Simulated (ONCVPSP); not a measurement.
# terbium: one change to an ONCV potential, before and after

| Item | Value |
| --- | --- |
| Element | Tb |
| Generator | ONCVPSP 4.0.1 |
| Type | optimised norm-conserving Vanderbilt (ONCV) |
| Functional | LDA (Perdew-Zunger) |
| Relativity | non-relativistic |
| Frozen core | [Xe] 4f8 |
| Valence charge | 3 |
| Reference configuration | 5d1 6s2 |
| Partial waves | 6s: rc 2.95 bohr, ncon 4, nbas 7, qcut 2.6 1/bohr, 1 projector; p scattering state at 0.1 Ha: rc 3.20 bohr, ncon 3, nbas 6, qcut 2.9 1/bohr, 2 projectors, debl 2.2 Ha; 5d: rc 2.95 bohr, ncon 4, nbas 9, qcut 6.4 1/bohr, local |
| Local potential | the d channel |
| Core correction | none |

In the p channel the program set the typed energies aside and used 0.050, 2.250 Ha.

Change: s: qcut 1.7; p: qcut 1.9; d: qcut 4.1.

Cutoffs: the cutoffs (Ha) at which the residual kinetic energy of the hardest occupied pseudo-wave falls to 1 and 0.1 mHa per electron; they do not see the model core or the augmentation charge, which bear on the density cutoff. Errors are all-electron minus pseudo energies relative to the spin-unpolarised reference configuration.

Q: What does the change do?

A: The potential gets softer (9.3 Ha and 12 Ha → 6.7 Ha and 9.5 Ha); both files keep a bound ghost (s); the number of tests with a reliable result goes from 3 to 4; of the 3 tests that both files solve, the error grows in 1 and shrinks in 0 by more than 15 % and 0.3 meV (median size 15.5 → 15.7 meV).

| quantity | base | changed |
| --- | --- | --- |
| cutoff, loose | 9.3 Ha | 6.7 Ha |
| cutoff, tight | 12 Ha | 9.5 Ha |
| loose cutoff by channel | s 1.8 Ha, d 9.3 Ha | s 1.9 Ha, d 6.7 Ha |
| bound ghosts | s | s |
| GHOST(+) flags under 300 eV | p at 43.1 eV | p at 53.8 eV |
| tests counted as reliable (solved cleanly; for ONCVPSP, near-neutral configurations with less than one 5d electron left out) | 3 of 4 | 4 of 4 |
| error for 5d1 6s1, meV [ΔE 6.43 eV] | +18 | +16 |
| error for 5d1 6s1.5, meV [ΔE 2.58 eV] | +3.2 | +2.8 |
| error for 5d1.5 6s1.5, meV [ΔE 0.38 eV] | +15 | +19 |
| s: phases at 3.00 bohr within 0.05 rad from the reference energy up to (Ha; the scan ends near 5) | 0.5 | 0.8 |
| p: phases at 3.24 bohr within 0.05 rad from the reference energy up to (Ha; the scan ends near 5) | 1.4 | 1.7 |
| d: phases at 3.00 bohr within 0.05 rad from the reference energy up to (Ha; the scan ends near 5) | 0.9 | 0.6 |

 A true bound ghost makes a file unfit for plane-wave use even where its test errors are small: the radial tests pick states by their node count and pass the ghost by.
